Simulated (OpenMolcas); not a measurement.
Computed levels of 2s² 2p³ in ions with 7 electrons, in cm-1 above ⁴S°_3/2.

```yaml
Program: OpenMolcas 26.06
Method: SS-CASPT2, IPEA 0.25 Eh, imaginary shift 0.1 Eh
Basis: ANO-RCC-VTZP
Scalar_Hamiltonian: DKH2, point nucleus
Spin-orbit_coupling: state interaction with AMFI integrals over the reference wave functions, term energies averaged over their components
```

Active space for each ion: 3 electrons in 3 orbitals (2p); closed shells correlated by CASPT2: 1s 2s.

```csv
Level,O+,Ne3+
²D°_3/2,27540,42210
²D°_5/2,27540,42240
²P°_1/2,43630,66340
²P°_3/2,43630,66370
```

Task: Estimate ²D°_3/2, ²D°_5/2 for F2+ from its neighbours O+ and Ne3+.

Result: ²D°_3/2 is another term, which grows about linearly with the charge: (27540 + 42210) / 2 = 34875. The calculation gives 34870, so the estimate is off by 0 %.
²D°_5/2 is another term, which grows about linearly with the charge: (27540 + 42240) / 2 = 34890. The calculation gives 34880, so the estimate is off by 0 %.

CASPT2 breaks the degeneracy within a term, and the mean is taken; among the terms shown or strongly mixed into the levels shown the widest spread is 150 cm-1 (2s² 2p³ ²D°, O+). With the s shell closed, the reference lacks s² → p² mixing. Levels of configurations outside the active space are missing.

° marks odd parity.
